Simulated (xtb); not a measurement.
Br₃Zr (SMILES [Br][Zr]([Br])[Br]), doublet, from a rough starting geometry (GFN-xTB shapes and energies of metal compounds can be far from the true ones) (the multiplicity is a formal guess); GFN2-xTB (xtb).

The xtb input:
```
$ xtb mol.xyz --gfn 2 --uhf 1 --opt vtight --json

# file mol.xyz
4

Zr    -0.35134587     0.29160884     0.71048372
Br    -1.67666213    -1.47765304    -0.50264817
Br     0.07598435     1.93982369    -1.20595351
Br     1.93761245    -0.74148077     1.01071356
```

It wrote (shortened):

```
   ID    Z sym.   atoms
    1   40 Zr     1
    2   35 Br     2-4

           -------------------------------------------------
          |                Calculation Setup                |
           -------------------------------------------------

           -------------------------------------------------
          |                 G F N 2 - x T B                 |
           -------------------------------------------------

          ...................................................
          :                      SETUP                      :
          :.................................................:
          :  # basis functions                  40          :
          :  # atomic orbitals                  36          :
          :  # shells                           12          :
          :  # electrons                        25          :
          :  max. iterations                   250          :
          :  Hamiltonian                  GFN2-xTB          :
          :  restarted?                      false          :
          :  GBSA solvation                  false          :
          :  PC potential                    false          :
          :  electronic temp.          300.0000000     K    :
          :  accuracy                    1.0000000          :
          :  -> integral cutoff          0.2500000E+02      :
          :  -> integral neglect         0.1000000E-07      :
          :  -> SCF convergence          0.1000000E-05 Eh   :
          :  -> wf. convergence          0.1000000E-03 e    :
          :  Broyden damping             0.4000000          :
          :  net charge                          0          :
          :  unpaired electrons                  1          :
          ...................................................

 iter      E             dE          RMSdq      gap      omega  full diag
   1    -13.5332306 -0.135332E+02  0.116E+01    0.18       0.0  T
   2    -13.9177328 -0.384502E+00  0.891E+00    0.07       1.0  T
   3    -14.0188364 -0.101104E+00  0.621E+00    0.08       1.0  T
   4    -14.0313158 -0.124794E-01  0.224E+00    0.08       1.0  T
   5    -14.0377608 -0.644500E-02  0.138E+00    0.07       1.0  T
   6    -14.0375616  0.199223E-03  0.918E-01    0.06       1.0  T
   7    -14.0387889 -0.122727E-02  0.274E-01    0.06       1.0  T
   8    -14.0387965 -0.760188E-05  0.173E-01    0.06       1.0  T
   9    -14.0388663 -0.698671E-04  0.173E-02    0.06       2.9  T
  10    -14.0388664 -0.118256E-06  0.504E-03    0.06       9.9  T
  11    -14.0388664 -0.763159E-08  0.351E-03    0.06      14.2  T
  12    -14.0388665 -0.804836E-08  0.152E-03    0.06      33.0  T
  13    -14.0388665 -0.996465E-09  0.819E-04    0.06      61.1  T
  14    -14.0388665 -0.355413E-10  0.313E-04    0.06     159.8  T

   *** convergence criteria satisfied after 14 iterations ***

         :::::::::::::::::::::::::::::::::::::::::::::::::::::
         ::                     SUMMARY                     ::
         :::::::::::::::::::::::::::::::::::::::::::::::::::::
         :: total energy             -14.012926797696 Eh    ::
         :: gradient norm              0.018988402020 Eh/a0 ::
         :: HOMO-LUMO gap              0.057174154089 eV    ::
         ::.................................................::
         :: SCC energy               -14.038864774667 Eh    ::
         :: -> isotropic ES            0.029195252485 Eh    ::
         :: -> anisotropic ES          0.004532656764 Eh    ::
         :: -> anisotropic XC         -0.025925156677 Eh    ::
         :: -> dispersion             -0.005084384776 Eh    ::
         :: repulsion energy           0.025937976971 Eh    ::
         :: add. restraining           0.000000000000 Eh    ::
         :: total charge              -0.000000000089 e     ::
         :::::::::::::::::::::::::::::::::::::::::::::::::::::

      -----------------------------------------------------------
     |                   =====================                   |
     |                        A N C O P T                        |
     |                   =====================                   |
     |               Approximate Normal Coordinate               |
     |                Rational Function Optimizer                |
      -----------------------------------------------------------
      -----------------------------------------------------------
     |                   =====================                   |
     |                        A N C O P T                        |
     |                   =====================                   |
     |               Approximate Normal Coordinate               |
     |                Rational Function Optimizer                |
      -----------------------------------------------------------

          ...................................................
          :                      SETUP                      :
          :.................................................:
          :   optimization level         verytight          :
          :   max. optcycles                   200          :
          :   ANC micro-cycles                  20          :
          :   degrees of freedom                 6          :
          :.................................................:
          :   RF solver                   davidson          :
          :   write xtbopt.log                true          :
          :   linear?                        false          :
          :   energy convergence         0.1000000E-06 Eh   :
          :   grad. convergence          0.2000000E-03 Eh/α :
          :   maxmium RF displ.          1.0000000          :
          :   Hlow (freq-cutoff)         0.1000000E-01      :
          :   Hmax (freq-cutoff)         5.0000000          :
          :   S6 in model hess.         20.0000000          :
          ...................................................

generating ANC from exact Hessian ...
Using Lindh-Hessian (1995)
[...]
 * total energy  :   -14.0129268 Eh     change       -0.2135270E-09 Eh
 * total energy  :   -14.0017443 Eh     change        0.1118249E-01 Eh
 * total energy  :   -14.0130607 Eh     change       -0.1131639E-01 Eh
 * total energy  :   -14.0054047 Eh     change        0.7656008E-02 Eh
 * total energy  :   -14.0136512 Eh     change       -0.8246546E-02 Eh
 * total energy  :   -14.0138152 Eh     change       -0.1639417E-03 Eh
 * total energy  :   -14.0136403 Eh     change        0.1748433E-03 Eh
 * total energy  :   -14.0139116 Eh     change       -0.2712928E-03 Eh
 * total energy  :   -14.0139643 Eh     change       -0.5265457E-04 Eh
 * total energy  :   -14.0139680 Eh     change       -0.3749557E-05 Eh
 * total energy  :   -14.0139698 Eh     change       -0.1765698E-05 Eh
 * total energy  :   -14.0139698 Eh     change       -0.1145262E-08 Eh
   *** GEOMETRY OPTIMIZATION CONVERGED AFTER 12 ITERATIONS ***
[...]
          :  -> wf. convergence          0.1000000E-03 e    :
          :  Broyden damping             0.4000000          :
          :  net charge                          0          :
          :  unpaired electrons                  1          :
          ...................................................

 iter      E             dE          RMSdq      gap      omega  full diag
   1    -14.0459593 -0.140460E+02  0.877E-05    0.07       0.0  T
   2    -14.0459593 -0.840217E-12  0.703E-05    0.07     711.5  T
   3    -14.0459593 -0.169109E-11  0.282E-05    0.07    1774.5  T

   *** convergence criteria satisfied after 3 iterations ***

         :::::::::::::::::::::::::::::::::::::::::::::::::::::
         ::                     SUMMARY                     ::
         :::::::::::::::::::::::::::::::::::::::::::::::::::::
         :: total energy             -14.013969803987 Eh    ::
         :: gradient norm              0.000014087009 Eh/a0 ::
         :: HOMO-LUMO gap              0.071629987237 eV    ::
         ::.................................................::
         :: SCC energy               -14.045957753336 Eh    ::
         :: -> isotropic ES            0.028486104907 Eh    ::
         :: -> anisotropic ES          0.004373620704 Eh    ::
         :: -> anisotropic XC         -0.025672442433 Eh    ::
         :: -> dispersion             -0.005120284853 Eh    ::
         :: repulsion energy           0.031987949349 Eh    ::
         :: add. restraining           0.000000000000 Eh    ::
         :: total charge              -0.000000000042 e     ::
         :::::::::::::::::::::::::::::::::::::::::::::::::::::

           -------------------------------------------------
          |                Property Printout                |
           -------------------------------------------------

    * Orbital Energies and Occupations

         #    Occupation            Energy/Eh            Energy/eV
      -------------------------------------------------------------
         1        2.0000           -0.8908210             -24.2405
         2        2.0000           -0.8908180             -24.2404
         3        2.0000           -0.8833822             -24.0381
         4        2.0000           -0.5408344             -14.7169
         5        2.0000           -0.4615508             -12.5594
         6        2.0000           -0.4526356             -12.3168
         7        2.0000           -0.4526351             -12.3168
         8        2.0000           -0.4370232             -11.8920
         9        2.0000           -0.4370231             -11.8920
        10        2.0000           -0.4339930             -11.8096
        11        2.0000           -0.4339905             -11.8095
        12        2.0000           -0.4323864             -11.7658
        13        0.7212           -0.3273891              -8.9087 (HOMO)
        14        0.1394           -0.3247567              -8.8371 (LUMO)
        15        0.1394           -0.3247566              -8.8371
        16                         -0.3100323              -8.4364
        17                         -0.3100311              -8.4364
        18                         -0.1756257              -4.7790
        19                          0.0342443               0.9318
        20                          0.0342452               0.9319
        21                          0.0357218               0.9720
        22                          0.0389451               1.0597
        23                          0.0393970               1.0720
        24                          0.0393997               1.0721
       ...                                ...                  ...
        36                          1.3860992              37.7177
      -------------------------------------------------------------
                  HL-Gap            0.0026324 Eh            0.0716 eV
             Fermi-level           -0.3531869 Eh           -9.6107 eV

     #   Z          covCN         q      C6AA      α(0)
     1  40 Zr       2.273     0.678   465.796    49.441
     2  35 Br       0.760    -0.226   190.766    22.267
     3  35 Br       0.760    -0.226   190.767    22.267
     4  35 Br       0.760    -0.226   190.767    22.267

 Mol. C6AA /au·bohr⁶  :       3893.044682
 Mol. C8AA /au·bohr⁸  :     360917.411099
 Mol. α(0) /au        :        116.243112

Wiberg/Mayer (AO) data.
largest (>0.10) Wiberg bond orders for each atom

 ---------------------------------------------------------------------------
     #   Z sym  total        # sym  WBO       # sym  WBO       # sym  WBO
 ---------------------------------------------------------------------------
     1  40 Zr   3.398 --     2 Br   1.133     4 Br   1.133     3 Br   1.133
     2  35 Br   1.283 --     1 Zr   1.133
     3  35 Br   1.283 --     1 Zr   1.133
     4  35 Br   1.283 --     1 Zr   1.133
 ---------------------------------------------------------------------------

Topologies differ in total number of bonds
Writing topology from bond orders to xtbtopo.mol

molecular dipole:
                 x           y           z       tot (Debye)
 q only:       -0.590       0.535       1.147
   full:       -1.385       1.257       2.693       8.334
molecular quadrupole (traceless):
                xx          xy          yy          xz          yz          zz
 q only:       -1.765      -1.853      -2.126      -3.964       3.598       3.891
  q+dip:       -4.533      -4.756      -5.457     -10.177       9.237       9.990
   full:       -4.716      -4.947      -5.676     -10.584       9.608      10.392

optimized geometry written to: xtbopt.xyz

           -------------------------------------------------
          | TOTAL ENERGY              -14.013969803987 Eh   |
          | GRADIENT NORM               0.000014087009 Eh/α |
          | HOMO-LUMO GAP               0.071629987237 eV   |
           -------------------------------------------------

normal termination of xtb
```
